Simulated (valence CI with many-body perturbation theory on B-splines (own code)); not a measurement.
## Tl XI: key properties

Calculated by configuration interaction combined with many-body perturbation theory (CI+MBPT): three valence electrons over a frozen Dirac-Fock core [Xe] 4f14, a basis of 7 s, 7 p, 8 d, 6 f, 4 g, 1 h functions for each j, with the one-electron correlation potential Σ1, the two-electron term Σ2, the three-electron term Σ3, Breit, model QED; selected CI, second order for the rest, scaled by the run's own slope (own B-spline code, finite nucleus).

No measured spectrum was set against this ion. As an estimate, terms of the open shell hold to 2 to 4 % of their energy, and close levels can change places. Excitations out of the core, of the other parity, are not computed and may begin above about 48.1 eV (a cautious bound); beyond it only levels of the ground parity were kept, without lifetimes.

Levels are named by their leading jj configuration (3d3/2^4 stands for four electrons in 3d with j = 3/2), which in mixed levels can hold well under half, so a name can repeat and another be missing.

Rates and lifetimes use the calculated energies. Strong lines usually hold to 10 to 20 %, long lifetimes can be off by a factor of two.

(1) What is the ground level?

(2) What is the ionisation energy?

(3) Name the longest-lived excited levels whose lifetime is computed, and their main decay.

(4) How well does LS coupling describe the low levels?

## Answers

(1) (5d3/2^3) J=3/2, composition 69 % 5d3 4F + 24 % 5d3 2D + 5 % 5d3 2P, g = 0.569.

(2) 178.21 eV; NIST lists 177 ± 2.4 eV (theoretical).

(3) (5d3/2^2 5d5/2) J=9/2 at 30576 cm⁻¹ lives 2.18 s, mostly by M1 to (5d3/2^2 5d5/2) J=7/2; (5d3/2^2 5d5/2) J=7/2 at 27199 cm⁻¹ lives 43.1 ms, mostly by M1 to (5d3/2^2 5d5/2) J=5/2.

(4) Among the lowest 20 levels the leading LS term, summed over configurations, holds 70 % on average. For single configurations the figures are 69 % in LS and 84 % in jj coupling. Terms mix most in the J = 9/2 level at 30576 cm⁻¹, where the leading one holds 42 %.
